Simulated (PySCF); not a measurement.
# Where the electron goes

C6H10Cl (charge +1).
Z-matrix (Å and degrees, GFN2-xTB geometry), rows numbered from 1:
```
C 
C   1  1.3431
C   2  1.4313  1  125.02
C   3  1.4734  2  122.83  1     6.59
C   4  1.5478  3  106.88  2    82.63
C   3  1.4738  2  118.41  1   179.61
Cl  6  1.8143  3   84.87  2    91.31
H   1  1.0778  2  123.39  3     1.77
H   1  1.0779  2  120.54  3  -177.47
H   2  1.0827  1  118.88  3   179.01
H   4  1.0897  3  111.04  2  -159.73
H   4  1.0885  3  112.43  2   -37.20
H   5  1.0861  4  111.14  3    57.45
H   5  1.0862  4  108.18  3   176.49
H   5  1.0857  4  111.16  3   -63.97
H   6  1.0870  3  117.61  2   -18.93
H   6  1.0866  3  117.10  2  -158.38
```

Computed with TDDFT PBE0/def2-SVPD, vertical, gas phase, core orbitals frozen in the response (PySCF).

Kohn–Sham orbitals with the atoms that hold most of them (Löwdin shares over 4%, at most four atoms; ? is withheld):

| orbital | ε (eV) | atoms |
| --- | --- | --- |
| HOMO-3 | -14.77 | C5 22%, C4 18%, Cl7 17%, H15 7% |
| HOMO-2 | -14.52 | C5 21%, Cl7 18%, C4 16%, H12 7% |
| HOMO-1 | -14.04 | ? |
| HOMO | -13.32 | Cl7 30%, C2 28%, C1 25%, C3 5% |
| LUMO | -8.22 | ? |
| LUMO+1 | -4.97 | Cl7 40%, C6 33%, C2 6%, C1 6% |
| LUMO+2 | -4.05 | C2 27%, C1 18%, C3 17%, Cl7 9% |

(1) Which atoms hold the LUMO, and with what shares?

(2) Which atoms hold the HOMO-1, and with what shares?

(3) How does S1 compare with the orbital gap of 5.10 eV?

(4) Give energy, strength and leading configuration of S1 and S3, and follow the Löwdin shares of the leading atoms from the occupied to the empty orbital.

Answers

(1) C3 (bonded to 3 C) 34%; C1 (bonded to C and 2 H) 23%; Cl7 (bonded to C) 18%; C2 (bonded to 2 C and H) 8%. By element: carbon 66% or more, chlorine 18%.

(2) Cl7 (bonded to C) 75%; C6 (bonded to C, Cl and 2 H) 10%.

(3) S1 is at 4.37 eV (f = 0.037), 0.73 eV below the gap, made of HOMO-1→LUMO (72%), HOMO→LUMO (25%). Its leading pair isn't HOMO and LUMO; the energies of that pair differ by 5.82 eV. Without the coupling terms of the response equations the lowest excitation would equal the gap.

(4) 
- S1 (4.37 eV, f 0.037), HOMO-1→LUMO (72%): Cl7 75% → 18%, C6 10% → at most 9%, C3 at most 4% → 34%, C1 at most 4% → 23%
- S3 (5.02 eV, f 0.023), HOMO-2→LUMO (83%): C5 21% → at most 9%, Cl7 18% → 18%, C3 at most 8% → 34%, C1 at most 8% → 23%

One conformer stands for the species.
